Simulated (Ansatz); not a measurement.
SiF2I2, SMILES F[Si](F)(I)I.

Geometry: B3LYP-D3(BJ)/def2-SVP. The def2 effective core potentials stand for the cores of I; spin–orbit coupling is left out.

Two levels are set side by side: PBE/def2-SVPD (Ansatz, a quantum-chemistry and plane-wave program) and CAM-B3LYP/def2-SVPD (Ansatz). Energy differences of separate SCF runs at the same geometry; the states with an electron removed or added have multiplicity 2 and 2. Differences are taken from unrounded values.

```tsv
quantity	CAM-B3LYP
vertical ionisation energy (eV)	10.29
vertical electron affinity (eV)	0.43
vertical singlet–triplet gap (eV)	4.72
```

Task: What does PBE give, and how far is it from CAM-B3LYP? (The exact figures need the calculation; the answer reports its results.)

Result: 
```
quantity                            PBE  PBE minus CAM-B3LYP
---------------------------------  ----  -------------------
vertical ionisation energy (eV)    9.71                -0.58
vertical electron affinity (eV)    0.58                 0.15
vertical singlet–triplet gap (eV)  4.14                -0.57
```
